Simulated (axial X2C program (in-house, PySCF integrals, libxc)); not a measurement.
## Which functional? An output for ReO⁺

An SCF output computed with an in-house all-electron X2C program for linear molecules (integrals from PySCF) for ReO⁺ at 1.665 Å, two-component, state Ω = 1, Re dyall-cv3z [13s14p9d7f4g], O dyall-av3z [7s6p3d2f] (cores contracted in-house), without its first line:

```
basis functions 239  fitting functions 1175  grid points 5074
iter        total energy     max residual
   1     -16762.266643948     1.03e+00
   2     -16762.315209598     1.95e-02
   3     -16762.318199188     1.80e-02
   4     -16762.322397528     1.23e-02
   5     -16762.324591525     7.54e-03
   6     -16762.326089536     9.13e-03
   7     -16762.328916423     8.71e-03
   8     -16762.338943659     4.72e-03
   9     -16762.339485483     2.54e-03
  10     -16762.339894701     1.17e-03
  11     -16762.339925786     1.29e-03
  12     -16762.339981489     5.42e-04
  13     -16762.339997554     3.65e-04
  14     -16762.340007473     8.58e-05
  15     -16762.340008246     5.26e-05
  16     -16762.340008456     1.16e-05
  17     -16762.340008486     1.01e-05
  18     -16762.340008500     3.43e-06
  19     -16762.340008501     2.65e-06
converged
one-electron -23342.37063306  Coulomb 6743.59009545  exact exchange -339.55886336  xc functional 0.00000000  nuclear repulsion 190.69449042  atomic mean-field constant -14.69509795
```

Question: Which level of theory produced it?
A. PBE0
B. BHandHLYP
C. HF

Answer: C. The exact-exchange term against the functional term shows a share of 1 of exact exchange.
